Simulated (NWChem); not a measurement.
fluoroethane (C2H5F); SMILES CCF

```xyz
8

C      1.1720    -0.1379     0.2634
C     -0.3217    -0.3966     0.2144
F     -0.9475     0.5971    -0.5343
H      1.6763    -0.9150     0.8495
H      1.5951    -0.1365    -0.7464
H      1.3789     0.8330     0.7254
H     -0.7608    -0.3904     1.2202
H     -0.5441    -1.3640    -0.2536
```
Atoms are numbered in this order, from 1.

All runs: NWChem. Structure relaxed at the B3LYP/6-31G* (spherical d) level. GIAO values for the isolated, static molecule; σ is the absolute isotropic shielding, δ = σ(reference) − σ with the isolated reference molecule computed at the same levels (13C: tetramethylsilane, 19F: trichlorofluoromethane, 1H: tetramethylsilane).

For level B3LYP/IGLO-III:

| Item | Value |
|---|---|
| δ F3 (ppm) | -246.1 |
| δ H7 (ppm) | 4.57 |

**Question.** Estimate the same quantities for level PBE/pcSseg-1.

**Answer.** The δ F3 (ppm) is -259.4 and the δ H7 (ppm) is 4.67.
